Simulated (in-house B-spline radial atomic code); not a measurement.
A fraction x of an electron is moved 4d → 4f in In3+, starting from [Kr] 4d10 and keeping the highest spin. Level of theory: scalar-relativistic (X2C) LC-wPBE, spin-polarised, spherical fractional occupations, Fermi nucleus of rms radius 4.6156 fm; calculated with a B-spline radial code for spherical atoms.

Caution: exact exchange at fractional occupations of open shells leaves self-interaction of up to several eV.

```
    x  E(x) - E(0) (eV)  4d down level (eV)  4f up level (eV)
    0            0.0000             -53.029                 -
0.125            5.6889             -54.092            -8.210
 0.25           11.4691             -55.116            -8.518
0.375           17.3370             -56.093            -8.815
  0.5           23.2871             -57.021            -9.107
0.625                 ?                   ?                 ?
 0.75                 ?                   ?                 ?
0.875           41.5664             -59.467            -9.982
    1           47.7777             -60.160           -10.276
```

(1) What belongs in the row x = 0.625?

(2) What belongs in the row x = 0.75?

(3) Check Janak's theorem between x = 0.125 and 0.25.

Answers

(1) An energy change of 29.3133 eV; 4d down at -57.895 eV, 4f up at -9.398 eV.

(2) An energy change of 35.4089 eV; 4d down at -58.711 eV, 4f up at -9.689 eV.

(3) The slope of the energy is 46.24 eV; the orbital levels give 46.24 eV (ε of the receiving orbital less ε of the emptying one, averaged over the two points).
